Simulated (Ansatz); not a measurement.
`[SiH3]CC1=CB1`, one more setting.

```yaml
crystal:
  periodic: [false, false, false]
  atoms:
    - {symbol: Si, position_ang: [-1.046379, 0.666829, 1.308160]}
    - {symbol: C, position_ang: [0.228103, 0.971425, -0.054809]}
    - {symbol: C, position_ang: [0.512102, -0.287233, -0.748125]}
    - {symbol: C, position_ang: [1.354171, -1.344511, -0.700178]}
    - {symbol: B, position_ang: [0.305785, -1.379850, -1.716446]}
    - {symbol: H, position_ang: [-1.347459, 1.953900, 1.988783]}
    - {symbol: H, position_ang: [-0.500709, -0.295727, 2.299280]}
    - {symbol: H, position_ang: [-2.294603, 0.114203, 0.724586]}
    - {symbol: H, position_ang: [1.120108, 1.397812, 0.415869]}
    - {symbol: H, position_ang: [-0.203374, 1.713960, -0.732114]}
    - {symbol: H, position_ang: [2.211409, -1.677510, -0.129860]}
    - {symbol: H, position_ang: [-0.262154, -1.888398, -2.621145]}
basis:
  gaussian: {orbitals: def2-SVP}
hamiltonian: {xc: {name: HF}}
correlation: {active_space: {window: {electrons: 2, orbitals: 1}}}
```

```sh
$ ansatz run in.yaml --threads 4 --pin off --events-out ev --progress --plain --max-ram 10444MiB
```

Output, abridged:

```
Functional definition: HF
1106 factors; integrals over basis functions are off by at most 1.3e-3 eV
mean field evaluation 1: about -11726.4857 eV, gradient 2.9e1 eV
mean field evaluation 2: about -11726.5813 eV, gradient 2.8e1 eV
mean field evaluation 4: about -11729.3968 eV, gradient 3.5e0 eV
mean field evaluation 8: about -11729.4420 eV, gradient 2.2e-1 eV
mean field -11729.44220738 eV, -431.0490506198 hartree, gradient 7.6e-6 eV, S^2 0.000000; 0 other end points of the search recorded, 0 dependent functions left out
reference -11729.44220738 eV, -431.0490506198 hartree; 22, 22 occupied and 87, 87 virtual orbitals, 1106 factors
state -11729.44220738 eV, -431.0490506198 hartree
Total energy: -11729.44220738 eV, -431.0490506198 hartree
```

Hardware: 4 threads of an Arm Neoverse V2 on a shared host. Wall time 0.9 s, peak host memory 0.53 GiB.
